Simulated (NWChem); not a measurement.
Species: InF₂, doublet; SMILES [F][In][F]

Results from NWChem. Spin-unrestricted. In the optimisation the excess spin sits in a1 (C2v, its own frame). Coordinates come from a PBE0/def2-SVP, spin-unrestricted optimisation. The spin multiplicity was typed, not searched, and may not be the lowest. No stability test was run on the SCF state. def2 effective core potentials on In; no spin-orbit coupling.

Q: Estimate the computed values for LC-wPBE (HJS exchange hole, range parameter 0.4 per bohr)/def2-SVP. Quantities: highest occupied level (eV); lowest empty minus highest occupied level, either spin (eV); dipole (D); <S²>.

A: 
```yaml
highest occupied level (eV): -10.02
lowest empty minus highest occupied level, either spin (eV): 7.92
dipole (D): 3.08
"<S²>": 0.755
```
